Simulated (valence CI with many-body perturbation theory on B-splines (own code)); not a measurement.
## Cs XLIX: what the settings do

Computed by configuration interaction combined with many-body perturbation theory (CI+MBPT): five valence electrons over a frozen Dirac-Fock core [He], radial functions for each j: 6 s, 6 p, 5 d, 3 f, 1 g, with the one-electron correlation potential Σ1, the two-electron term Σ2, the three-electron term Σ3, Breit, model QED; selected CI, second order for the rest, scaled by the run's own slope (own B-spline code, finite nucleus).

The last digits are not significant, and no measured levels were compared; by estimate large intervals hold to a few tenths of a per cent, small ones and those within an open d or f shell to about a per cent. Among the levels kept, up to 1900 cm⁻¹ of a level comes from second order outside the variational space, and about a tenth of that is noise between levels of different J, which matters for small intervals.

The reference run has the lowest level (2s^2 2p1/2^2 2p3/2) J=3/2 and an ionisation energy of 8726.31 eV. Its largest variational space holds 10000 state functions.

Levels are named by their leading jj configuration (3d3/2^4 stands for four electrons in 3d with j = 3/2), which in mixed levels can hold well under half, so a name can repeat and another be missing. Letters in brackets count levels of one name in rising energy.

Changed runs:
A. Breit term on → off; QED terms on → off
B. natural orbitals for correlation on → off; averaging of valence orbitals over low configurations on → off
C. hole-hole ladder in Σ2 on → off
D. factor on the speed of light 1 → 0.9 (bad on purpose)

Excitation energies of the reference run in cm⁻¹, and shifts in cm⁻¹:

| Level | Reference | A | B | C | D |
| --- | --- | --- | --- | --- | --- |
| (2s^2 2p1/2 2p3/2^2) J=3/2 | 2830230 | +38806 | -1683 | -53 | +801390 |
| (2s^2 2p1/2 2p3/2^2) J=5/2 | 2993920 | +70615 | -5.2 | -53 | +794079 |
| (2s^2 2p1/2 2p3/2^2) J=1/2 | 3253330 | +31542 | +419 | +44 | +807664 |
| (2s 2p1/2^2 2p3/2^2) J=5/2 | 4634030 | +61336 | +614 | -142 | +872637 |
| (2s 2p1/2^2 2p3/2^2) J=1/2 | 5202400 | +30718 | +4155 | -43 | +889418 |
| (2s 2p1/2^2 2p3/2^2) J=3/2 | 5215040 | +51704 | +4692 | -142 | +888642 |
| (2s^2 2p3/2^3) J=3/2 | 6093290 | +83100 | -1063 | -12 | +1609946 |
| (2s 2p1/2 2p3/2^3) J=3/2 [a] | 7629530 | +83578 | -121 | -150 | +1671322 |
| (2s 2p1/2 2p3/2^3) J=5/2 | 7896150 | +114476 | +2348 | -150 | +1666149 |
| (2s 2p1/2 2p3/2^3) J=1/2 | 8202480 | +82968 | +3375 | -146 | +1688215 |
| (2s 2p1/2 2p3/2^3) J=3/2 [b] | 8291860 | +101535 | +4861 | -150 | +1676465 |
| (2p1/2^2 2p3/2^3) J=3/2 | 10285700 | +92768 | +9759 | -63 | +1752408 |
| Ionisation energy (eV) | 8726.31 | +6.15 | -1.01 | -0.00055 | +10.33 |
